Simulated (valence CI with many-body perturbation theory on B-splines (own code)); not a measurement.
## E1 line list for Cd33+

Computed by relativistic CI+MBPT: five valence electrons over a frozen Dirac-Fock core [Ne], radial functions for each j: 9 s, 9 p, 8 d, 6 f, 3 g, 1 h, with the one-electron correlation potential Σ1, the two-electron term Σ2, the three-electron term Σ3, Breit, model QED; selected CI, second order for the rest (own B-spline code, finite nucleus).

The last digits are not significant, and no measured levels were compared; by estimate large intervals hold to a few tenths of a per cent, small ones and those within an open d or f shell to about a per cent. Among the levels kept, up to 600 cm⁻¹ of a level comes from second order outside the variational space, and about a tenth of that is noise between levels of different J, which matters for small intervals.

Lines 151 to 200 of 204 in falling wavelength, among levels below 2199600 cm⁻¹, chosen from the strongest by gf and those to the six lowest levels. Wavelengths and rates use the calculated energies. Electric multipoles are in the length gauge, E1 and E2 with the static RPA response of the core. Weak lines are less certain than strong ones. Lines between different terms over intervals too small for the method are left out, as are lines whose strength nearly cancels. The highest levels of a list are the least certain.

Levels are named by their leading jj configuration (3d3/2^4 stands for four electrons in 3d with j = 3/2), which in mixed levels can hold well under half, so a name can repeat and another be missing. Letters in brackets count levels of one name in rising energy.

| λ vac (Å) | Upper | Lower | A (s⁻¹) | log gf | Branch % |
| --- | --- | --- | --- | --- | --- |
| 76.19 | (3s^2 3p3/2^2 3d5/2) J=3/2 | (3s^2 3p3/2^3) J=3/2 | 1.83e+11 | -0.20 | 80.3 |
| 74.80 | (3s^2 3p3/2^2 3d5/2) J=5/2 [b] | (3s^2 3p3/2^3) J=3/2 | 2.67e+11 | 0.13 | 96.7 |
| 74.61 | (3s^2 3p1/2 3p3/2 3d5/2) J=3/2 [b] | (3s^2 3p1/2 3p3/2^2) J=3/2 | 5.67e+10 | -0.72 | 26.7 |
| 74.35 | (3s 3p1/2 3p3/2^3) J=3/2 | (3s^2 3p1/2^2 3p3/2) J=3/2 | 9.56e+09 | -1.50 | 54.7 |
| 73.90 | (3s 3p3/2^4) J=1/2 | (3s^2 3p3/2^3) J=3/2 | 4.01e+11 | -0.18 | 98.8 |
| 73.89 | (3s^2 3p1/2 3p3/2 3d5/2) J=5/2 [b] | (3s^2 3p1/2 3p3/2^2) J=3/2 | 1.56e+11 | -0.12 | 58.3 |
| 73.85 | (3s^2 3p1/2 3p3/2 3d3/2) J=5/2 [a] | (3s^2 3p1/2^2 3p3/2) J=3/2 | 8.89e+08 | -2.36 | 80.9 |
| 73.71 | (3s^2 3p1/2 3p3/2 3d3/2) J=3/2 [a] | (3s^2 3p1/2^2 3p3/2) J=3/2 | 1.36e+09 | -2.35 | 27.2 |
| 73.48 | (3s^2 3p1/2 3p3/2 3d3/2) J=1/2 [a] | (3s^2 3p1/2^2 3p3/2) J=3/2 | 4.34e+09 | -2.15 | 88.4 |
| 73.32 | (3s^2 3p1/2 3p3/2 3d5/2) J=3/2 [c] | (3s^2 3p1/2 3p3/2^2) J=3/2 | 3.45e+10 | -0.95 | 19.3 |
| 72.34 | (3s^2 3p3/2^2 3d5/2) J=1/2 | (3s^2 3p1/2 3p3/2^2) J=1/2 | 4.79e+10 | -1.12 | 84.0 |
| 70.88 | (3s 3p1/2 3p3/2^3) J=5/2 | (3s^2 3p1/2^2 3p3/2) J=3/2 | 1.80e+08 | -3.09 | 2.8 |
| 70.77 | (3s^2 3p1/2 3p3/2 3d5/2) J=1/2 | (3s^2 3p1/2 3p3/2^2) J=3/2 | 4.84e+09 | -2.14 | 2.3 |
| 69.40 | (3s^2 3p3/2^2 3d3/2) J=1/2 | (3s^2 3p1/2 3p3/2^2) J=1/2 | 2.41e+10 | -1.46 | 6.2 |
| 69.03 | (3s^2 3p3/2^2 3d3/2) J=3/2 [a] | (3s^2 3p1/2 3p3/2^2) J=1/2 | 3.03e+10 | -1.06 | 7.5 |
| 68.85 | (3s^2 3p3/2^2 3d5/2) J=7/2 | (3s^2 3p1/2 3p3/2^2) J=5/2 | 6.85e+09 | -1.41 | 100.0 |
| 66.35 | (3s^2 3p3/2^2 3d5/2) J=1/2 | (3s^2 3p1/2 3p3/2^2) J=3/2 | 7.89e+07 | -3.98 | 0.1 |
| 65.99 | (3s^2 3p3/2^2 3d3/2) J=5/2 | (3s^2 3p1/2 3p3/2^2) J=5/2 | 2.27e+11 | -0.05 | 65.0 |
| 65.95 | (3s 3p1/2 3p3/2^3) J=1/2 | (3s^2 3p1/2^2 3p3/2) J=3/2 | 8.24e+10 | -0.97 | 62.4 |
| 65.89 | (3s^2 3p3/2^2 3d3/2) J=3/2 [a] | (3s^2 3p1/2 3p3/2^2) J=5/2 | 1.20e+11 | -0.50 | 29.9 |
| 65.69 | (3s^2 3p1/2 3p3/2 3d5/2) J=5/2 [a] | (3s^2 3p1/2^2 3p3/2) J=3/2 | 1.63e+11 | -0.20 | 82.9 |
| 65.48 | (3s^2 3p1/2 3p3/2 3d5/2) J=3/2 [a] | (3s^2 3p1/2^2 3p3/2) J=3/2 | 2.78e+09 | -2.15 | 4.3 |
| 64.71 | (3s^2 3p3/2^2 3d3/2) J=3/2 [b] | (3s^2 3p1/2 3p3/2^2) J=1/2 | 2.72e+11 | -0.17 | 89.0 |
| 64.64 | (3s^2 3p3/2^2 3d3/2) J=7/2 | (3s^2 3p1/2 3p3/2^2) J=5/2 | 3.09e+11 | 0.19 | 100.0 |
| 63.87 | (3s^2 3p3/2^2 3d3/2) J=1/2 | (3s^2 3p1/2 3p3/2^2) J=3/2 | 3.60e+11 | -0.36 | 92.0 |
| 63.78 | (3s^2 3p1/2 3p3/2 3d3/2) J=3/2 [b] | (3s^2 3p1/2^2 3p3/2) J=3/2 | 4.49e+11 | 0.04 | 97.8 |
| 63.65 | (3s^2 3p3/2^2 3d3/2) J=5/2 | (3s^2 3p1/2 3p3/2^2) J=3/2 | 1.17e+11 | -0.37 | 33.4 |
| 63.56 | (3s^2 3p3/2^2 3d3/2) J=3/2 [a] | (3s^2 3p1/2 3p3/2^2) J=3/2 | 2.52e+11 | -0.21 | 62.5 |
| 62.80 | (3s^2 3p1/2 3p3/2 3d3/2) J=5/2 [b] | (3s^2 3p1/2^2 3p3/2) J=3/2 | 1.64e+11 | -0.24 | 76.1 |
| 62.52 | (3s^2 3p1/2 3p3/2 3d3/2) J=1/2 [b] | (3s^2 3p1/2^2 3p3/2) J=3/2 | 2.88e+11 | -0.47 | 88.3 |
| 61.94 | (3s^2 3p3/2^2 3d3/2) J=3/2 [b] | (3s^2 3p1/2 3p3/2^2) J=5/2 | 5.79e+09 | -1.88 | 1.9 |
| 61.93 | (3s^2 3p3/2^2 3d5/2) J=5/2 [a] | (3s^2 3p1/2 3p3/2^2) J=5/2 | 2.03e+09 | -2.16 | 68.1 |
| 61.32 | (3s^2 3p3/2^2 3d5/2) J=3/2 | (3s^2 3p1/2 3p3/2^2) J=1/2 | 4.00e+10 | -1.04 | 17.6 |
| 60.48 | (3s^2 3p1/2 3p3/2 3d5/2) J=3/2 [b] | (3s^2 3p1/2^2 3p3/2) J=3/2 | 6.78e+09 | -1.83 | 3.2 |
| 60.01 | (3s^2 3p1/2 3p3/2 3d5/2) J=5/2 [b] | (3s^2 3p1/2^2 3p3/2) J=3/2 | 3.70e+10 | -0.92 | 13.8 |
| 59.88 | (3s^2 3p3/2^2 3d3/2) J=3/2 [b] | (3s^2 3p1/2 3p3/2^2) J=3/2 | 3.96e+09 | -2.07 | 1.3 |
| 59.87 | (3s^2 3p3/2^2 3d5/2) J=5/2 [a] | (3s^2 3p1/2 3p3/2^2) J=3/2 | 1.71e+07 | -4.26 | 0.6 |
| 59.83 | (3s 3p3/2^4) J=1/2 | (3s^2 3p1/2 3p3/2^2) J=1/2 | 1.11e+09 | -2.92 | 0.3 |
| 59.63 | (3s^2 3p1/2 3p3/2 3d5/2) J=3/2 [c] | (3s^2 3p1/2^2 3p3/2) J=3/2 | 2.20e+10 | -1.33 | 12.3 |
| 58.83 | (3s^2 3p3/2^2 3d5/2) J=3/2 | (3s^2 3p1/2 3p3/2^2) J=5/2 | 3.98e+09 | -2.08 | 1.7 |
| 58.00 | (3s^2 3p3/2^2 3d5/2) J=5/2 [b] | (3s^2 3p1/2 3p3/2^2) J=5/2 | 3.78e+09 | -1.94 | 1.4 |
| 57.94 | (3s^2 3p1/2 3p3/2 3d5/2) J=1/2 | (3s^2 3p1/2^2 3p3/2) J=3/2 | 3.69e+09 | -2.43 | 1.8 |
| 56.96 | (3s^2 3p3/2^2 3d5/2) J=3/2 | (3s^2 3p1/2 3p3/2^2) J=3/2 | 2.02e+07 | -4.41 | 0.0 |
| 56.18 | (3s^2 3p3/2^2 3d5/2) J=5/2 [b] | (3s^2 3p1/2 3p3/2^2) J=3/2 | 4.67e+09 | -1.88 | 1.7 |
| 55.67 | (3s 3p3/2^4) J=1/2 | (3s^2 3p1/2 3p3/2^2) J=3/2 | 3.10e+09 | -2.54 | 0.8 |
| 54.94 | (3s^2 3p3/2^2 3d5/2) J=1/2 | (3s^2 3p1/2^2 3p3/2) J=3/2 | 9.26e+08 | -3.08 | 1.6 |
| 53.23 | (3s^2 3p3/2^2 3d3/2) J=1/2 | (3s^2 3p1/2^2 3p3/2) J=3/2 | 1.65e+07 | -4.85 | 0.0 |
| 53.08 | (3s^2 3p3/2^2 3d3/2) J=5/2 | (3s^2 3p1/2^2 3p3/2) J=3/2 | 7.76e+06 | -4.71 | 0.0 |
| 53.01 | (3s^2 3p3/2^2 3d3/2) J=3/2 [a] | (3s^2 3p1/2^2 3p3/2) J=3/2 | 1.59e+08 | -3.57 | 0.0 |
| 50.43 | (3s^2 3p3/2^2 3d3/2) J=3/2 [b] | (3s^2 3p1/2^2 3p3/2) J=3/2 | 7.25e+08 | -2.96 | 0.2 |
